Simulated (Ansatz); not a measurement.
Input file for Ansatz (a quantum-chemistry and plane-wave program): R-wB97M-V/def2-TZVPP on H6OSi2 (SMILES [SiH3]O[SiH3]).

Ansatz 0.2 input:
```yaml
crystal:
  periodic: [false, false, false]
  atoms:
    - {symbol: Si, position_ang: [1.54556892, -0.32245557, 0.04952152]}
    - {symbol: O, position_ang: [-0.01363161, -0.18183601, -0.42737658]}
    - {symbol: Si, position_ang: [-1.54764037, 0.29482962, -0.11445031]}
    - {symbol: H, position_ang: [2.30963179, -0.96390709, -1.04104853]}
    - {symbol: H, position_ang: [2.11359410, 1.01603654, 0.33475470]}
    - {symbol: H, position_ang: [1.63091553, -1.15401205, 1.27295977]}
    - {symbol: H, position_ang: [-2.06873745, -0.41569890, 1.07684200]}
    - {symbol: H, position_ang: [-2.38387296, -0.02725710, -1.28985248]}
    - {symbol: H, position_ang: [-1.58582796, 1.75430057, 0.13864991]}
basis:
  gaussian:
    orbitals: def2-TZVPP
hamiltonian:
  xc: {name: wB97M-V}
scf: {lower_state_search: off}
```

It printed:

```
WARN ansatz: RAYON_NUM_THREADS=4 ignored (pool sized by the plan → 4); use --threads N
Functional definition: wB97M-V
these checks for a lower state are left out or cut short: stability, starts, cluster_reference, orbital_swaps, neighbouring_geometries, increment
integrals: 0.15 GiB planned
1087 factors; their error is unknown
integrals: 0.19 GiB planned
257 factors; integrals over basis functions are off by at most 1.1e-5 eV
mean field: 1.22 GiB planned
mean field evaluation 1: about -17897.6974 eV, gradient 4.7e1 eV
mean field evaluation 2: about -17895.9572 eV, gradient 5.8e1 eV
mean field evaluation 4: about -17901.2206 eV, gradient 3.5e-1 eV
mean field evaluation 8: about -17901.2376 eV, gradient 3.6e-3 eV
mean field -17901.23764444 eV, -657.8583495383 hartree, gradient 6.7e-6 eV, S^2 0.000000; 0 other end points of the search recorded, 0 dependent functions left out
reference -17901.23770099 eV, -657.8583516168 hartree; 21, 21 occupied and 178, 178 virtual orbitals, 1087 factors
Total energy: -17901.23770099 eV, -657.8583516168 hartree
Checks for a lower state left out: stability, starts, cluster_reference, orbital_swaps, neighbouring_geometries, increment
```

The run converged.

Cost: very roughly 6 core-seconds.
